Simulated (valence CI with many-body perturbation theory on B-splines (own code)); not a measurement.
# Level structure of Sc¹⁶⁺

Method: relativistic CI+MBPT: three valence electrons over a frozen Dirac-Fock core [He], radial functions for each j: 11 s, 11 p, 10 d, 8 f, 5 g, 2 h, with the one-electron correlation potential Σ1, the two-electron term Σ2, the three-electron term Σ3, Breit, model QED; selected CI, second order for the rest, scaled by the run's own slope (own B-spline code, finite nucleus).

No measured spectrum was set against this ion. As an estimate, levels of excited configurations hold to 0.05 to 0.15 % of their energy, terms of the ground configuration to about 0.5 %.

Levels 91 to 135 of 198, with energies above the lowest level, 2s2 2p 2P°_1/2. "Leading %" is the weight of the configuration and term that name the level; weights of strongly mixed levels are sums over their largest components and can fall short. In the jj column 3d3/2^4 stands for four electrons in 3d with j = 3/2. Lifetimes count E1, E2, E3, M1 and M2 decay at the calculated energies, and are blank where another channel may lead or the interval is too uncertain; long ones can be off by a factor of two.

| No. | Configuration | Term | J | E (eV) | Leading % | g | Leading jj | Lifetime |
| --- | --- | --- | --- | --- | --- | --- | --- | --- |
| 91 | 2p2 3d | 4F | 7/2 | 739.18 | 88 | 1.254 | 2p1/2 2p3/2 3d5/2 (78 %) | 13.3 ps |
| 92 | 2p2 3p | 2F° | 5/2 | 739.42 | 81 | 0.910 | 2p3/2^2 3p3/2 (30 %) | 993 fs |
| 93 | 2p2 3d | 2P | 3/2 | 740.41 | 53 | 1.210 | 2p1/2 2p3/2 3d3/2 (75 %) | 548 fs |
| 94 | 2p2 3p | 2F° | 7/2 | 740.44 | 89 | 1.158 | 2p3/2^2 3p3/2 (55 %) | 980 fs |
| 95 | 2p2 3d | 4D | 1/2 | 740.95 | 83 | 0.134 | 2p1/2 2p3/2 3d3/2 (98 %) | 1.74 ps |
| 96 | 2p2 3d | 2F | 5/2 | 741.03 | 48 | 1.097 | 2p1/2 2p3/2 3d3/2 (60 %) | 1.00 ps |
| 97 | 2p2 3d | 4F | 9/2 | 741.27 | 94 | 1.320 | 2p1/2 2p3/2 3d5/2 (57 %) | 98.0 ps |
| 98 | 2p2 3d | 4D | 7/2 | 742.40 | 56 | 1.306 | 2p1/2 2p3/2 3d5/2 (46 %) | 29.3 ps |
| 99 | 2p2 3d | 4D | 3/2 | 742.70 | 52 | 1.255 | 2p1/2 2p3/2 3d5/2 (71 %) | 553 fs |
| 100 | 2p2 3d | 2F | 5/2 | 743.03 | 50 | 1.128 | 2p1/2 2p3/2 3d5/2 (82 %) | 531 fs |
| 101 | 2p2 3p | 2D° | 3/2 | 744.06 | 81 | 0.902 | 2p3/2^2 3p1/2 (38 %) | 409 fs |
| 102 | 2p2 3p | 2D° | 5/2 | 744.56 | 94 | 1.195 | 2p1/2 2p3/2 3p3/2 (48 %) | 386 fs |
| 103 | 2p2 3d | 2P | 1/2 | 745.53 | 74 | 0.758 | 2p3/2^2 3d5/2 (50 %) | 321 fs |
| 104 | 2p2 3d | 4P | 5/2 | 746.39 | 76 | 1.535 | 2p1/2 2p3/2 3d5/2 (41 %) | 116 fs |
| 105 | 2p2 3s | 2S | 1/2 | 746.71 | 73 | 1.850 | 2p3/2^2 3s (61 %) | 520 fs |
| 106 | 2p2 3d | 2F | 7/2 | 746.88 | 60 | 1.217 | 2p3/2^2 3d5/2 (74 %) | 966 fs |
| 107 | 2p2 3p | 2P° | 1/2 | 747.09 | 96 | 0.670 | 2p1/2 2p3/2 3p3/2 (78 %) | 601 fs |
| 108 | 2p2 3d | 4P | 3/2 | 747.39 | 88 | 1.672 | 2p1/2 2p3/2 3d3/2 (45 %) | 102 fs |
| 109 | 2p2 3d | 4P | 1/2 | 747.96 | 91 | 2.554 | 2p1/2 2p3/2 3d3/2 (46 %) | 101 fs |
| 110 | 2p2 3p | 2P° | 3/2 | 750.28 | 82 | 1.278 | 2p3/2^2 3p3/2 (77 %) | 546 fs |
| 111 | 2p2 3d | 2G | 7/2 | 752.90 | 84 | 0.930 | 2p1/2 2p3/2 3d3/2 (34 %) | 1.63 ps |
| 112 | 2p2 3d | 2D | 5/2 | 753.04 | 86 | 1.158 | 2p1/2 2p3/2 3d5/2 (45 %) | 117 fs |
| 113 | 2p2 3d | 2D | 3/2 | 753.32 | 92 | 0.825 | 2p1/2 2p3/2 3d5/2 (63 %) | 164 fs |
| 114 | 2p2 3d | 2G | 9/2 | 753.64 | 94 | 1.122 | 2p3/2^2 3d5/2 (57 %) | 235 ps |
| 115 | 2p2 3d | 2D | 3/2 | 756.78 | 94 | 0.823 | 2p3/2^2 3d3/2 (43 %) | 129 fs |
| 116 | 2p2 3d | 2D | 5/2 | 757.32 | 57 | 1.084 | 2p3/2^2 3d3/2 (36 %) | 97.5 fs |
| 117 | 2p2 3d | 2F | 7/2 | 758.59 | 90 | 1.127 | 2p3/2^2 3d3/2 (52 %) | 74.4 fs |
| 118 | 2p2 3d | 2P | 1/2 | 760.40 | 95 | 0.699 | 2p1/2 2p3/2 3d5/2 (41 %) | 145 fs |
| 119 | 2p2 3d | 2D | 5/2 | 760.67 | 49 | 1.033 | 2p3/2^2 3d5/2 (68 %) | 95.7 fs |
| 120 | 2p2 3d | 2P | 3/2 | 762.26 | 92 | 1.321 | 2p3/2^2 3d5/2 (58 %) | 130 fs |
| 121 | 2p2 3d | 2S | 1/2 | 763.21 | 88 | 1.998 | 2p3/2^2 3d5/2 (26 %) | 222 fs |
| 122 | 2p2 3p | 2P° | 1/2 | 763.48 | 92 | 0.665 | 2p3/2^2 3p1/2 (76 %) | 553 fs |
| 123 | 2p2 3p | 2P° | 3/2 | 764.21 | 91 | 1.331 | 2p3/2^2 3p3/2 (72 %) | 620 fs |
| 124 | 2p2 3d | 2D | 5/2 | 777.97 | 92 | 1.198 | 2p3/2^2 3d5/2 (72 %) | 198 fs |
| 125 | 2p2 3d | 2D | 3/2 | 778.54 | 94 | 0.799 | 2p3/2^2 3d3/2 (77 %) | 158 fs |
| 126 | 2s2 4s | 2S | 1/2 | 830.50 | 95 | 2.002 | 2s^2 4s (95 %) | 1.62 ps |
| 127 | 2s2 4p | 2P° | 1/2 | 837.46 | 95 | 0.665 | 2s^2 4p1/2 (95 %) | 2.96 ps |
| 128 | 2s2 4p | 2P° | 3/2 | 838.11 | 95 | 1.334 | 2s^2 4p3/2 (95 %) | 3.04 ps |
| 129 | 2s2 4d | 2D | 3/2 | 843.84 | 95 | 0.799 | 2s^2 4d3/2 (95 %) | 345 fs |
| 130 | 2s2 4d | 2D | 5/2 | 844.03 | 95 | 1.200 | 2s^2 4d5/2 (95 %) | 348 fs |
| 131 | 2s2 4f | 2F° | 5/2 | 847.35 | 95 | 0.856 | 2s^2 4f5/2 (95 %) | 814 fs |
| 132 | 2s2 4f | 2F° | 7/2 | 847.43 | 95 | 1.143 | 2s^2 4f7/2 (95 %) | 815 fs |
| 133 | 2s 2p 4s | 4P° | 1/2 | 864.65 | 94 | 2.551 | 2s 2p1/2 4s (96 %) | 1.66 ps |
| 134 | 2s 2p 4s | 4P° | 3/2 | 866.22 | 91 | 1.700 | 2s 2p1/2 4s (73 %) | 1.60 ps |
| 135 | 2s 2p 4s | 2P° | 1/2 | 868.14 | 93 | 0.776 | 2s 2p1/2 4s (76 %) | 1.54 ps |

Names give the largest LS component (configuration and term), which can be under half, so a name can repeat, a term be missing and a line seem to break the LS rules; names also repeat where a configuration has a term twice.
